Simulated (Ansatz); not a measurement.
`[BH2-]1[SH+][BH2-][SH+]1`, relaxed with RKS PBE-D4/def2-SVP in Ansatz 0.2.0 from a rough embedded geometry. The force threshold is 0.03 eV/Å; the program also tests the step.

Total charge 0; spin multiplicity 1.

Start:

```xyz
10

B     0.772   -0.893   -0.120
S    -0.992   -0.982    0.359
B    -0.939    0.718   -0.305
S     0.892    0.842   -0.782
H     1.514   -1.082    0.814
H     1.029   -1.750   -1.011
H    -1.066   -0.919    1.731
H    -1.122    1.577    0.565
H    -1.643    0.896   -1.289
H     1.554    1.592    0.038
```

**Question.** By how much does the energy fall, and how many steps does the optimiser take? (An estimate is asked.)

**Answer.** The calculation gave: 20.41 kcal/mol, in 7 steps.

**Question.** Which bonds change most? (Best estimate.)

**Answer.** Ansatz gave: S2–B3 from 1.826 to 1.978 Å; B1–S2 from 1.830 to 1.978 Å; B1–S4 from 1.861 to 1.978 Å; B3–S4 from 1.896 to 1.978 Å.

**Question.** Give the relaxed structure. (An estimate is asked.)

**Answer.** The calculation gave: 
```xyz
10

B     0.829   -0.994   -0.188
S    -0.986   -0.942    0.597
B    -0.978    0.787   -0.365
S     0.976    0.928   -0.634
H     1.684   -1.383    0.584
H     0.714   -1.574   -1.252
H    -0.659   -0.486    1.843
H    -1.450    1.705    0.277
H    -1.450    0.558   -1.463
H     1.321    1.400    0.601
```
